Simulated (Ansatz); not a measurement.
All numbers were calculated with Ansatz.

Basis-set series for `N[SiH](O)[GaH2]`. Total charge 0; spin multiplicity 1. All single points use the PBE0-D4/def2-TZVP geometry. It is one conformer, not always the lowest.

```json
{"functional": "PBE0-D4", "basis": "def2-SVP", "functions": "108", "energy (Eh)": "-2347.02320", "HOMO (eV)": "-6.96", "LUMO (eV)": "-1.66"}
{"functional": "PBE0-D4", "basis": "def2-QZVPP", "functions": "453", "energy (Eh)": "-2347.60854", "HOMO (eV)": "-7.14", "LUMO (eV)": "-1.80"}
{"functional": "ωB97M-V", "basis": "def2-SVP", "functions": "108", "energy (Eh)": "-2347.35690", "HOMO (eV)": "-9.02", "LUMO (eV)": "0.09"}
{"functional": "ωB97M-V", "basis": "def2-QZVPP", "functions": "453", "energy (Eh)": "-2347.94475", "HOMO (eV)": "-9.22", "LUMO (eV)": "-0.17"}
```

Problem. Give the rows for def2-TZVPP. (Best estimate.)

Solution. The calculation gave: 
```csv
functional,basis,functions,energy (Eh),HOMO (eV),LUMO (eV)
PBE0-D4,def2-TZVPP,236,-2347.54651,-7.11,-1.76
ωB97M-V,def2-TZVPP,236,-2347.88478,-9.19,-0.03
```

Scalar relativity is left out up to krypton.
